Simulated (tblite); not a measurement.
Compound: C6H8FNO (charge +1 and doublet state).
Z-matrix (Å and degrees, GFN2-xTB geometry), rows numbered from 1:
```
C 
C   1  1.5144
C   2  1.4748  1  112.70
N   3  1.3006  2  124.80  1    96.10
O   4  1.3316  3  110.53  2  -177.64
C   5  1.3134  4  109.29  3    -4.68
C   6  1.3869  5  109.24  4     3.40
C   7  1.4789  3  127.32  2    -6.66
F   8  1.3589  7  111.23  3    26.36
H   1  1.0930  2  110.08  3   -58.37
H   1  1.0939  2  112.63  3    59.59
H   1  1.0864  2  110.08  3   179.76
H   2  1.1002  1  108.18  3  -122.29
H   2  1.0970  1  110.82  3   122.43
H   6  1.0748  5  118.66  4  -178.83
H   8  1.1021  7  109.87  3   145.61
H   8  1.1011  7  112.74  3   -94.18
```

Computed with GFN2-xTB (tblite): harmonic, unscaled wavenumbers at the GFN2-xTB geometry, gas phase. Errors from tens to a few hundred cm⁻¹ against measured bands are possible. One conformer, not necessarily the lowest. Open shells enter through the occupations alone, without spin polarisation, and single modes of such species can be off by tens of per cent.

Harmonic wavenumbers (cm⁻¹): 60.6, 89.6, 149.6, 157.2, 184.0, 240.0, 318.6, 384.5, 453.3, 589.9, 636.8, 677.1, 713.2, 754.6, 803.1, 868.5, 888.8, 961.7, 991.3, 1021.7, 1029.8, 1066.2, 1077.3, 1098.3, 1135.4, 1169.7, 1233.3, 1242.2, 1260.8, 1293.0, 1318.3, 1328.2, 1356.5, 1360.4, 1419.4, 1470.4, 1528.5, 2854.8, 2869.2, 2882.9, 2922.0, 2948.5, 2975.0, 3059.8, 3148.8.

A = 2193, B = 1586, C = 993.7 MHz; mass 129.059 u (most abundant isotopes); point group C1, symmetry number 1; spin multiplicity 2.

Problem. What is the zero-point energy?

Solution. ½Σν̃ = 27996 cm⁻¹ = 334.91 kJ/mol.

Problem. What is S at 500 K and 1 bar for an ideal gas of classical rigid rotors and harmonic oscillators?

Solution. Translation 180.22, rotation 127.45, vibration 174.96, spin (R ln 2) 5.76: S = 488.4 J/(mol K).

Problem. And Cp and H(500 K) − H(0)?

Solution. Cp = 218.10 J/(mol K), of which vibrations give 184.85 (their classical limit is 45 R = 374.2); H(500 K) − H(0) = 62.82 kJ/mol without the zero-point energy, 46.20 from vibrations.

Problem. Blend soft modes into free rotors: weight 1/[1 + (100 cm⁻¹/ν̃)⁴] for the oscillator and the rest for a rotor with moment μB/(μ + B), μ = h/(8π²ν), B = 10⁻⁴⁴ kg m². What vibrational entropy results?

Solution. 164.94 J/(mol K) in place of 174.96, which changes −T·S at 500 K by +5.01 kJ/mol.

Problem. How do the functions run with temperature in this model?

Solution. 
| T (K) | S (J/(mol K)) | Cp (J/(mol K)) | H − H(0) (kJ/mol) | G − H(0) (kJ/mol) | ln q(vib) |
| --- | --- | --- | --- | --- | --- |
| 150 | 319.3 | 87.8 | 9.02 | -38.87 | 2.28 |
| 250 | 372.2 | 123.8 | 19.54 | -73.51 | 4.44 |
| 298.15 | 395.7 | 143.3 | 25.97 | -92.00 | 5.48 |
| 400 | 443.6 | 183.9 | 42.67 | -134.76 | 7.71 |
| 600 | 530.7 | 245.8 | 86.07 | -232.35 | 12.15 |
| 900 | 642.0 | 301.8 | 169.01 | -408.82 | 18.58 |

q(vib) and H(0) count from the zero-point level.

Problem. Which modes carry the vibrational entropy at 500 K?

Solution. 60.6 cm⁻¹: 22.85; 89.6 cm⁻¹: 19.61; 149.6 cm⁻¹: 15.39; 157.2 cm⁻¹: 14.98; 184.0 cm⁻¹: 13.70; 240.0 cm⁻¹: 11.56 J/(mol K); the other 39 give 76.89 together.

Problem. What must be added to the electronic energy to get the Gibbs energy at 500 K and 1 bar?

Solution. ZPE + [H(500 K) − H(0)] − T·S = 334.91 + 62.82 − 244.20 = 153.53 kJ/mol.

Hindered rotation and anharmonicity are outside this model. Other conformers, if any are populated, would add a mixing term that is left out. The structure is chiral; the term R ln 2 for an equal mix with its mirror image is left out.
